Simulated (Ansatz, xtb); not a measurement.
## F2NSi2+: which of two structures lies lower

Structure I: a singlet given by its coordinates. Structure II: `F[Si](F)=[N+]=[Si]`, a singlet. Both are isolated ions in the gas phase, relaxed with r2SCAN-D4/def2-SVP.

I (Å):

```xyz
5

F    -1.3393    3.8035   -2.7285
F     1.2908   -1.0993   -1.5413
N    -0.0240    1.3522   -2.1355
Si   -0.2532    2.6896   -3.0619
Si    0.2049    0.0150   -1.2087
```

Close contacts (Å): F1–Si4 1.59, F2–Si5 1.59, N3–Si4 1.64, N3–Si5 1.64.

II (Å):

```yaml
atoms:
  - { symbol: F, position_ang: [0.6082, -1.4094, -0.0214] }
  - { symbol: F, position_ang: [-1.9558, -1.3966, 0.3504] }
  - { symbol: N, position_ang: [-0.5585, 0.9837, 0.8772] }
  - { symbol: Si, position_ang: [-0.6330, -0.5577, 0.4169] }
  - { symbol: Si, position_ang: [-0.4837, 2.5346, 1.3405] }
```

Quicker runs give these differences E(II) − E(I): GFN2-xTB −224.9 kJ/mol; HF/STO-3G −271.6 kJ/mol (at GFN2-xTB geometries); r2SCAN-D4/def2-SVP//GFN2-xTB −227.9 kJ/mol.

Task: Estimate E(II) − E(I) at the level CCSD(T)/def2-SVP + ΔMP2/def2-TZVPP.

Result: Calculated at CCSD(T)/def2-SVP + ΔMP2/def2-TZVPP: E(II) − E(I) = −247.4 kJ/mol, so structure II lies lower.

Level by level:

| level | geometry | E(II) − E(I) (kJ/mol) | departure from the last row (kJ/mol) | job, with rough time for the two |
| --- | --- | --- | --- | --- |
| GFN2-xTB | GFN2-xTB | −224.9 | +22.6 | optimisation, 0.17 s |
| HF/STO-3G | GFN2-xTB | −271.6 | −24.2 | single point, 0.28 s |
| r2SCAN-D4/def2-SVP//GFN2-xTB | GFN2-xTB | −227.9 | +19.6 | single point, 2.1 s |
| r2SCAN-D4/def2-SVP | r2SCAN-D4/def2-SVP | −232.0 | +15.4 | optimisation, 18 s |
| HF/def2-SVP | r2SCAN-D4/def2-SVP | −409.4 | −161.9 | part of the CCSD(T) run |
| MP2/def2-SVP | r2SCAN-D4/def2-SVP | −271.7 | −24.3 | part of the CCSD(T) run |
| CCSD(T)/def2-SVP | r2SCAN-D4/def2-SVP | −246.6 | +0.9 | single point |
| CCSD(T)/def2-SVP + ΔMP2/def2-TZVPP | r2SCAN-D4/def2-SVP | −247.4 |  | single point, 15 s |

None of the levels shown reverses the order. The largest departure from CCSD(T)/def2-SVP + ΔMP2/def2-TZVPP is that of HF/def2-SVP, 161.9 kJ/mol. The last row adds to CCSD(T) the change of the MP2 difference between the two basis sets, here −0.9 kJ/mol.

With harmonic frequencies from r2SCAN-D4/def2-SVP (ideal gas, rigid rotor, one conformer each, 298.15 K, 1 atm): the zero-point term adds +4.6 kJ/mol; ΔH is −244.2 and ΔG −240.2 kJ/mol.

The T1 diagnostic of structure I is large, so the coupled-cluster value is less sure. The correlated steps freeze 13 core orbitals. Run with Ansatz 0.2.0, xtb 6.7.1; the last row on 1 thread of Intel(R) Xeon(R) 6975P-C (Granite Rapids) on a shared host.
